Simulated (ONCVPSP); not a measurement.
**Configuration tests for arsenic (ONCV)**

As, optimised norm-conserving Vanderbilt (ONCV), made with ONCVPSP 4.0.1 (LDA (Perdew-Zunger), scalar-relativistic). Core [Ne], reference 3s2 3p6 3d10 4s2 4p3. Waves: 3s+4s: rc 0.95 bohr, ncon 4, nbas 8, qcut 10.4 1/bohr, 2 projectors; 3p+4p: rc 0.85 bohr, ncon 4, nbas 8, qcut 12.7 1/bohr, 2 projectors; 3d: rc 1.15 bohr, ncon 4, nbas 8, qcut 10.8 1/bohr, 2 projectors, debl 2.8 Ha. Local part: polynomial inside 0.60 bohr (lpopt 5, dvloc0 0 Ha). Core correction: Teter function fitted to the true core (icmod 2), fcfact 0.5.

Energies are relative to the spin-unpolarised reference configuration 3s2 3p6 3d10 4s2 4p3; without spin polarisation the order of configurations can differ from experiment.

| valence configuration | charge | ΔE all-electron (eV) | error AE − PS (meV) |
| --- | --- | --- | --- |
| 3s2 3p6 3d10 4s2 4p2 | +1 | 9.325 | -0.4 |
| 3s2 3p6 3d10 4s2 4p1 | +2 | 27.488 | -1.8 |
| 3s2 3p6 3d10 4s2 4p0 | +3 | 55.528 | -4.9 |

Q: What are ΔE and the potential's error for 3s2 3p6 3d10 4s1 4p0?

A: ΔE = 106.641 eV all-electron; the error (AE − PS) is -17 meV.

Levels in the configuration 3s2 3p6 3d10 4s2 4p0:

```csv
level,all-electron (eV),pseudo (eV)
3s,-224.037,-224.111
3p,-167.936,-167.985
3d,-75.270,-75.286
4s,-44.862,-44.864
```
